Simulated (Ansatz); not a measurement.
Cost and result up the ladder for Ca₄ (the lowest singlet isomer of a short search) (4 atoms). Charge 0, multiplicity 1. Geometry: r2SCAN/def2-TZVP.

```xyz
4

Ca    0.1210    0.5962   -2.2025
Ca    1.7598   -1.3629    0.5176
Ca   -1.9609   -1.1092    0.3823
Ca    0.0801    1.8758    1.3025
```

Ansatz on 4 threads of Arm Neoverse V2 on a shared host. Times are rough, summed over both states, and most runs start from the orbitals of an earlier one. RPA@PBE/def2-TZVP serves as the yardstick here, not as an exact answer. Differences are given only for rows in sets of like size (and for xTB, whose basis is part of the method), since another set adds its own error. The other state is a quintet at its own geometry.

The 6-31G sets use Cartesian d functions. B3LYP takes the VWN-RPA correlation. HSE06 is defined as in plane-wave codes, on full-range PBE exchange. Correlated methods freeze 20 core orbitals; core or outer-core shells of Ca are correlated, in sets that lack core-valence functions. At PBE0/def2-TZVP a singlet of charge 0 lies 1.69 eV below the quintet, each at its own geometry. The structure comes from a short search, and lower isomers may exist.

Run but left out: GFN1-xTB, GFN2-xTB (tight binding far off the other levels); HF/6-31G (singlet: restricted singlet, unstable in another Hartree–Fock run and untested here); HF/def2-TZVP, HF/def2-TZVPP, PBE-QIDH/def2-TZVP (singlet: restricted singlet, unstable towards broken spin symmetry); MP2/def2-TZVP, MP2/def2-TZVPP, CCSD/def2-TZVPP, CCSD(T)/def2-TZVPP (quintet: ⟨S²⟩ 6.71, where a pure state has 6.00).

Correlated methods converge slowly with the basis.

```tsv
level	functions	wall time	quintet − singlet (eV)	difference from RPA@PBE/def2-TZVP (eV)
HSE06/def2-TZVP	144	12 s	1.72	-0.94
RPA@PBE/def2-TZVP	144	13 s	2.65	0.00
PBE/def2-TZVP (with forces)	144	14 s	1.59	-1.07
B3LYP/6-31G	116	15 s	2.18	–
PBE0/def2-TZVP	144	17 s	1.69	-0.97
```
